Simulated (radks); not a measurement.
Results of a calculation; reference values are marked as such.
Problem. All-electron atom: Cd2+ in [Ar] 3d10 4s2 4p5 4d10 5d1 (not the ground configuration). Level of theory: scalar-relativistic Kohn-Sham, PBE, spin-polarised, spherical densities, finite nucleus; open shells are filled with parallel spins first (spin-orbit coupling, left out, can overturn this in heavy ions); Fermi nuclear charge, rms radius 4.6087 fm (a radial shooting solver on a logarithmic mesh with Libxc functionals). Some entries of the table are withheld. Estimate them.

orbital  occ.  eigenvalue (hartree)  <r> (bohr)
1s up       1             -975.9682     0.03040
1s down     1             -975.9589     0.03040
2s up       1             -145.8759      0.1317
2s down     1             -145.8695      0.1317
2p up       3             -131.0219      0.1149
2p down     3             -131.0124      0.1149
3s up       1             -28.12596      0.3583
3s down     1             -28.11640      0.3582
3p up       3             -23.25140      0.3570
3p down     3             -23.24052      0.3570
3d up       5             -15.61932      0.3346
3d down     5             -15.60787      0.3346
4s up       1              -5.00916      0.8733
4s down     1              -4.96386      0.8744
4p up       3              -3.56403      0.9481
4p down     2              -3.52157      0.9503
4d up       5              -1.47481       1.186
4d down     5              -1.44143       1.194
5s up       0              -0.96203       2.334
5s down     0              -0.94480       2.316
5p up       0              -0.68393       2.825
5p down     0              -0.66074       2.756
5d up       1              -0.37119       4.197
4f up       0                   (1)       5.381

Solution. 
(1) 4f up eigenvalue (hartree): -0.21897
